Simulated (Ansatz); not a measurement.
A calculation with Ansatz (development build ahead of 0.2.0).

```yaml
crystal:
  periodic: [false, false, false]
  atoms:
    - { symbol: Mn, position_ang: [0.0, 0.0, 0.0] }
    - { symbol: S, position_ang: [0.0, 0.0, 6.21] }
basis:
  gaussian: { orbitals: pcseg-2 }
magnetization:
  spin_polarized: true
  initial_magnetization: 5
hamiltonian:
  xc: pbe0
```

The input is written out in the form of the current development build from the run's settings.

Results

- Converged: yes
- Total energy: -1548.74865 hartree
- Spin squared of the determinant: 9.772
- Stability test: minimum

Caution: charge can spread falsely over distant fragments; the unrestricted determinant is a mixture of spin states.
